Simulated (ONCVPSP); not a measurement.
## Before and after: ONCV potential for lanthanum (La)

ONCVPSP 4.0.1 input, shortened (lines: element, Z, core and valence counts, functional; n l f; lmax; l rc ep ncon nbas qcut; lloc lpopt rc5 dvloc0; l nproj debl; icmod fcfact rcfact), PBE, scalar-relativistic:

```
  La 57.00    8    5        4      upf
    1    0    2.00
    2    0    2.00
    2    1    6.00
    3    0    2.00
    3    1    6.00
    3    2   10.00
    4    0    2.00
    4    1    6.00
    4    2   10.00
    5    0    2.00
    5    1    6.00
    5    2    1.00
    6    0    0.50
    3
    0    2.40    0.00    4    9    5.60
    1    1.70    0.00    5    9    4.20
    2    1.40    0.00    3    7   12.30
    3    2.45    0.16    4    7    5.10
    4    5    1.10    0.00
    0    2    1.10
    1    2    0.60
    2    2    3.70
    3    2    1.00
    3    1.50    1.50
```

In the p channel the program set the typed energies aside and used -1.156, 0.250 Ha. In the f channel the program set the typed energies aside and used -0.494, 0.506 Ha.

All-electron outer shells of the reference configuration (PBE, scalar-relativistic, ld1.x):

```
shell  level (eV)  outermost node (bohr)  outermost maximum (bohr)
   4d     -113.02                   0.32                      0.68
   5s      -48.02                   0.77                      1.41
   5p      -31.46                   0.83                      1.58
   5d      -11.51                   0.95                      2.16
   6s      -10.87                   1.84                      3.51
```

Change: s: rc 2.08.

Cutoffs: the cutoffs (Ha) at which the residual kinetic energy of the hardest occupied pseudo-wave falls to 1 and 0.1 mHa per electron; they do not see the model core or the augmentation charge, which bear on the density cutoff. Errors are all-electron minus pseudo energies relative to the spin-unpolarised reference configuration.

Q: Predict the effect on cutoff, ghosts and configuration errors.

A: The potential gets neither clearly harder nor softer (55 Ha and 79 Ha → 55 Ha and 79 Ha); both files keep a bound ghost (s); the errors of the 4 common tests hardly move.

```tsv
quantity	base	changed
cutoff, loose	55 Ha	55 Ha
cutoff, tight	79 Ha	79 Ha
loose cutoff by channel	s 10 Ha, p 39 Ha, d 55 Ha	s 11 Ha, p 39 Ha, d 55 Ha
bound ghosts	s	s
GHOST(+) flags under 300 eV	p at 35.1 eV	p at 35.1 eV
error for 4d10 5s2 5p6 5d1 6s2, meV [ΔE -10.76 eV]	+1.1	+1.4
error for 4d10 5s2 5p6 5d1 6s1, meV [ΔE -4.80 eV]	+0.6	+0.6
error for 4d10 5s2 5p6 5d1 6s0, meV [ΔE 6.09 eV]	-1.0	-0.9
error for 4d10 5s2 5p6 5d1 6s1.5, meV [ΔE -8.36 eV]	+0.9	+1.1
p: phases at 1.73 bohr within 0.05 rad from the reference energy up to (Ha; the scan ends near 5)	1.2	1.2
d: phases at 1.42 bohr within 0.05 rad from the reference energy up to (Ha; the scan ends near 5)	to the end of the scan	to the end of the scan
f: phases at 2.49 bohr within 0.05 rad from the reference energy up to (Ha; the scan ends near 5)	2.8	2.8
rms error of d²Exc/dni dnj with the model core, mHa	2.06	1.91
```

 A true bound ghost makes a file unfit for plane-wave use even where its test errors are small: the radial tests pick states by their node count and pass the ghost by.
